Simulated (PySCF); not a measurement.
Species: C₅H₆F₃S (doublet state).
Atom-mapped SMILES: `[CH2:1]=[C:2]([CH:3][CH3:4])[S:5][C:6]([F:7])([F:8])[F:9]` (hydrogens: H10, H11 on C1; H12 on C3; H13, H14, H15 on C4)

Structure used (GFN2-xTB), in Å, numbered top down from 1:
```
atom  x, y, z in Å
C1     0.5261   -1.6295   -0.4325
C2     0.0584   -0.6174    0.3579
C3     0.6830    0.5460    0.7560
C4     2.0310    0.9859    0.3347
S5    -1.6394   -0.8225    0.9805
C6    -2.4331    0.0818   -0.3853
F7    -3.7507    0.1154   -0.2228
F8    -2.1869   -0.4799   -1.5726
F9    -2.0055    1.3467   -0.4690
H10   -0.0865   -2.4812   -0.6592
H11    1.5165   -1.6038   -0.8471
H12    0.1491    1.2084    1.4207
H13    2.4880    0.2998   -0.3704
H14    1.9669    1.9755   -0.1211
H15    2.6788    1.0828    1.2081
```

The hyperfine couplings belong to this conformer and change with its torsions.

Method: PySCF 2.14.0, UKS B3LYP, pcH-1 on C F H S, non-relativistic, mean-field spin-orbit, GIAO. One conformer (not necessarily the lowest) at the GFN2-xTB geometry, without solvent, vibrations or thermal averaging. A GFN2-xTB geometry isn't a minimum of the functional, and hyperfine couplings can be far from their values at a DFT geometry. No stability test was run, so a lower SCF solution isn't excluded. ⟨S²⟩ is 0.777 where a pure state has 0.75.

(1) Where do the isotropic ENDOR lines of F7/F8/F9, H13/H14/H15, H12, H10 and H11 fall at 1212.7 mT, to first order?

(2) Which pairs are centred on the nuclear Larmor frequency, and which on half the coupling?

(3) At what field would the lower line of H13/H14/H15 fall to zero frequency?

## Answers

(1) For S = 1/2 in fast tumbling each set of equivalent nuclei gives two lines, ν± = |νn ± a/2| to first order, with νn = g_N μN B/h and μN/h = 7.62259 MHz/T.

```
     nuclei  isotope     g_N  νn (MHz)  a_iso (MHz)  lower line (MHz)  upper line (MHz)
   F7/F8/F9      19F  5.2577     48.60        10.95             43.13             54.08
H13/H14/H15       1H  5.5857     51.63        45.33             28.97             74.30
        H12       1H  5.5857     51.63       -42.63             30.32             72.95
        H10       1H  5.5857     51.63       -42.51             30.38             72.89
        H11       1H  5.5857     51.63       -39.49             31.89             71.38
```

(2) Centred on νn, since |a| < 2νn: F7/F8/F9, H13/H14/H15, H12, H10 and H11. No pair has |a| > 2νn.

(3) Where νn = |a|/2, that is B = 22.67 MHz/(5.5857 × 7.62259 MHz/T) = 532 mT, as far as first order holds there.

Class means assume fast exchange of nuclei equivalent by connectivity; if that motion is slow, each nucleus keeps its own coupling. The three 1H nuclei of mean +45.3 MHz run from 1.7 to 69.5 MHz in the frozen geometry. The three 19F nuclei of mean +11.0 MHz run from -2.7 to 21.4 MHz in the frozen geometry.

Largest spin populations (Mulliken): C1 (+0.68), C3 (+0.66) and C2 (-0.26). The angles at C1 add up to 360.0°, so it is planar; its axial dipolar tensor and the negative couplings of its protons fit spin in a p orbital normal to that plane.
